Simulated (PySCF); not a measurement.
## How methods differ on the excitation energy of Zr²⁺

Zr²⁺ [Kr] 4d2 (3F) → Zr²⁺ [Kr] 4d1 5s1 (3D), as a difference of total energies. Computed with PySCF 2.14 in x2c-TZVPPall with one added diffuse shell each of s, p, d, f type (9s7p7d3f1g, 95 functions), with scalar relativity by spin-free X2C-1e. Correlated levels: valence and next inner shell: [Ar] 3d10 frozen. The calculations carry no spin-orbit coupling.

```json
{"method": "UHF", "excitation energy (cm⁻¹)": "19000"}
{"method": "MP2 (valence and next inner shell)", "excitation energy (cm⁻¹)": "17047"}
{"method": "SCS-MP2 (valence and next inner shell)", "excitation energy (cm⁻¹)": "17726"}
{"method": "CCSD (valence and next inner shell)", "excitation energy (cm⁻¹)": "17560"}
{"method": "CCSD(T) (valence and next inner shell)", "excitation energy (cm⁻¹)": "17374"}
```

A first-order spin-orbit estimate (lowest level to lowest level, LS coupling) adds 0.021 eV.
